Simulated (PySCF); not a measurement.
# Mass spectrum arithmetic for `[SiH3]C[SiH]1P[SiH2]P1`

Species: `[SiH3]C[SiH]1P[SiH2]P1`.

Calculated for natural abundance.

**Question.** Molar mass and exact mass?

**Answer.** For CH10P2Si3, with standard atomic weights, 3 × 28.085 + 1 × 12.011 + 2 × 30.974 + 10 × 1.008 = 168.294 g/mol. From the most abundant isotopes (28Si, 12C, 31P, 1H), 3 × 27.976927 + 1 × 12.000000 + 2 × 30.973762 + 10 × 1.007825 = 167.9566 u.

**Question.** What cluster does the molecular ion M+• show when like nominal masses merge?

**Answer.** 
| nominal mass | m/z (centroid) | relative intensity |
| --- | --- | --- |
| 168 | 167.9560 | 100.0 |
| 169 | 168.9559 | 16.4 |
| 170 | 169.9531 | 11.0 |
| 171 | 170.9529 | 1.2 |
| 172 | 171.9501 | 0.4 |

Lines under 0.1 % of the tallest are left out. One electron mass, 0.00055 u, is taken off.

**Question.** Count the protons, neutrons and electrons of the monoisotopic species, and give its exact less its nominal mass.

**Answer.** 88 protons, 80 neutrons and 88 electrons; 167.9566 − 168 = -0.0434 u.

**Question.** What resolving power m/Δm just matches the spacing of the species with one 29Si and with one 13C?

**Answer.** They lie 0.00379 u apart at mass 168.96, so m/Δm is about 45000.

**Question.** Give the mass fraction of each element.

**Answer.** Si 50.06 %, C 7.14 %, P 36.81 %, H 5.99 %.
